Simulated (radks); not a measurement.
Task: The gold ion Au67+, 12 electrons, occupied as [Ne] 3s2 (the NIST ground configuration). All-electron calculation, Dirac Kohn-Sham, relativistic LDA (MacDonald-Vosko exchange, VWN5 correlation), spin-unpolarised, spherical densities, finite nucleus; Fermi nuclear charge, rms radius 5.4371 fm. Program: a radial shooting solver on a logarithmic mesh with Libxc functionals. Some entries of the table are withheld. Estimate them.

| orbital | occ. | eigenvalue (eV) | <1/r> (bohr^-1) |
|---|---|---|---|
| 1s1/2 | 2 | -86063.25 | 95.25 |
| 2s1/2 | 2 | (1) | 23.77 |
| 2p1/2 | 2 | -19350.57 | (2) |
| 2p3/2 | 4 | -17481.59 | (3) |
| 3s1/2 | 2 | -8153.766 | 9.624 |

Result: 
(1) 2s1/2 eigenvalue (eV): -19826.19
(2) 2p1/2 <1/r> (bohr^-1): 23.68
(3) 2p3/2 <1/r> (bohr^-1): 19.37
